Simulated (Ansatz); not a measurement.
Ansatz results at the PBE0-D4/def2-TZVP geometry: HOMO energy (B3LYP/def2-TZVPP) -7.43 eV; LUMO energy (PBE0/def2-TZVPP) -1.34 eV; HOMO–LUMO gap (PBE0/def2-TZVPP) 6.30 eV.

Each molecule was computed in one conformer, which needn't be the lowest.

Which molecule gave them?
A. `CC(C)=CBF`
B. `BC(F)Br`
C. `C#C[SiH]1CS1`
D. `FC1([SiH3])N=CO1`

A. The others give `FC1([SiH3])N=CO1`: -8.17, -0.77, 7.64; `BC(F)Br`: -8.44, -1.38, 7.32; `C#C[SiH]1CS1`: -6.77, -1.00, 6.03.

B3LYP here is the variant with VWN-RPA as its local correlation; programs differ in this.
